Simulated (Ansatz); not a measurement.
Correlation energies of Br2H2O2Zr (`[OH][Zr]([OH])([Br])[Br]`) by basis set

```xyz
7

O     1.430    0.094   -0.911
Zr   -0.041    0.290    0.259
O    -1.285   -1.110    0.004
Br    0.789    0.220    2.632
Br   -1.174    2.485   -0.217
H     2.108   -0.118   -1.547
H    -1.826   -1.862   -0.222
```

Total charge 0; spin multiplicity 1. Correlated methods include outer-core shells of Br, Zr, which these sets cover unevenly. Scalar relativity is left out up to krypton. Zr: def2 effective core potential. All single points use the PBE0-D4/def2-TZVP geometry. It is one conformer, not always the lowest. Frozen core, restricted reference, Ansatz.

| basis | HF (Eh) | MP2 corr. | CCSD corr. | (T) | CCSD(T) total |
| --- | --- | --- | --- | --- | --- |
| def2-SVP | -5341.80992 | -1.08314 | -1.08433 | -0.03131 | -5342.92556 |
| def2-TZVPP | -5342.64367 | -1.37830 | -1.37918 | -0.05560 | -5344.07845 |
| def2-QZVPP | -5342.75368 | -2.10518 | – | – | – |
